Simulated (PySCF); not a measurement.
**Continuum solvent and chemical shifts**

Geometry (Å), atoms numbered from 1 in this order:
```xyz
12

O    -2.4606   -1.9019   -0.4722
C    -2.0899   -0.7947   -0.1690
C    -0.6561   -0.4101   -0.0879
P     0.4762   -1.7192   -0.3804
C     2.0107   -0.9540   -0.2175
P     2.4691    0.6781    0.1380
C     0.9452    1.4717    0.3186
C    -0.3226    0.9161    0.2041
F    -1.3399    1.7629    0.3950
H    -2.8190    0.0109    0.0753
H     2.8605   -1.6331   -0.3692
H     0.9671    2.5414    0.5511
```

GIAO PBE0/pcSseg-1 in PySCF 2.14 on one PBE0-D3(BJ)/def2-SVP conformer, non-relativistic, equivalent nuclei averaged. Solvents enter as an IEF-PCM continuum (tetrahydrofuran with ε = 7.4, water with ε = 78.4) around the gas-phase geometry. Shifts are referred to TMS, CFCl3 computed in the same medium.

Gas phase, δ in ppm: C2 190.9, C5 187.8, C8 174.1, C3 154.0, C7 148.3, F9 -89.5, H10 10.64, H11 10.36, H12 8.72. Dipole moment 2.93 D.

Problem. How does each δ change in the continuum?

Solution. 
```json
{"atoms": "C2", "environment": "aldehyde carbonyl carbon", "Δδ, tetrahydrofuran": "+4.7", "Δδ, water": "+5.9"}
{"atoms": "C5", "environment": "aromatic CH", "Δδ, tetrahydrofuran": "+1.5", "Δδ, water": "+1.8"}
{"atoms": "C8", "environment": "aromatic carbon bearing fluorine", "Δδ, tetrahydrofuran": "+1.4", "Δδ, water": "+1.8"}
{"atoms": "C3", "environment": "substituted aromatic carbon", "Δδ, tetrahydrofuran": "+0.7", "Δδ, water": "+0.9"}
{"atoms": "C7", "environment": "aromatic CH", "Δδ, tetrahydrofuran": "+2.4", "Δδ, water": "+3.1"}
{"atoms": "F9", "environment": "aryl fluorine", "Δδ, tetrahydrofuran": "+1.9", "Δδ, water": "+2.6"}
{"atoms": "H10", "environment": "hydrogen on an aldehyde carbonyl carbon", "Δδ, tetrahydrofuran": "-0.04", "Δδ, water": "-0.05"}
{"atoms": "H11", "environment": "hydrogen on an aromatic CH", "Δδ, tetrahydrofuran": "+0.24", "Δδ, water": "+0.29"}
{"atoms": "H12", "environment": "hydrogen on an aromatic CH", "Δδ, tetrahydrofuran": "+0.29", "Δδ, water": "+0.37"}
```

Changes are relative to the gas phase. The dipole moment becomes 3.92 D in tetrahydrofuran, 4.19 D in water.

Problem. Which of the listed nuclei move most (in ppm), and what does the model miss? (N and O are left out, as their reference compounds move with the solvent too.)

Solution. C2 (aldehyde carbonyl carbon, +5.9 ppm) in water. A continuum only polarises the solute; specific hydrogen bonds, the anisotropy of aromatic solvents and changes of geometry or conformer are outside it.
